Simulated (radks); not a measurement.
Values are calculated unless marked as measured or tabulated.
Spherical jellium clusters: N electrons in a uniform positive sphere of charge N and radius rs N^(1/3), rs = 4.28 bohr. Level of theory: non-relativistic Kohn-Sham, LDA (Slater exchange, Perdew-Wang correlation), spin-polarised, spherical densities (a radial shooting solver with Libxc functionals). Levels are named by radial order and angular momentum (1s, 1p, 1d, 2s, ...), and open shells are averaged over m.

N = 24, configuration 1s2 1p6 1d10 2s2 1f(up 4, down 0). This is the lowest configuration that the search found. Occupied and some empty levels:

| level | occupation | eigenvalue (eV) | <r> (bohr) |
|---|---|---|---|
| 1s up | 1 | -4.8054 | 7.824 |
| 1s down | 1 | -4.6658 | 7.518 |
| 1p up | 3 | -4.2323 | 9.032 |
| 1p down | 3 | -4.0435 | 8.899 |
| 1d up | 5 | -3.4700 | 9.884 |
| 1d down | 5 | -3.2574 | 9.846 |
| 2s up | 1 | -2.9699 | 7.800 |
| 2s down | 1 | -2.8709 | 7.973 |
| 1f up | 4 | -2.5549 | 10.62 |
| 1f down | 0 | -2.3351 | 10.65 |
| 2p up | 0 | -1.9007 | 9.515 |
| 2p down | 0 | -1.7978 | 9.597 |
| 1g up | 0 | -1.5221 | 11.37 |
| 1g down | 0 | -1.3089 | 11.48 |
| 2d up | 0 | -0.90848 | 11.74 |
| 2d down | 0 | -0.80605 | 11.93 |

Energy (eV): total -44.7424, kinetic 37.418, external -1508.1, Hartree 747.41, exchange-correlation -83.181, background 761.75.
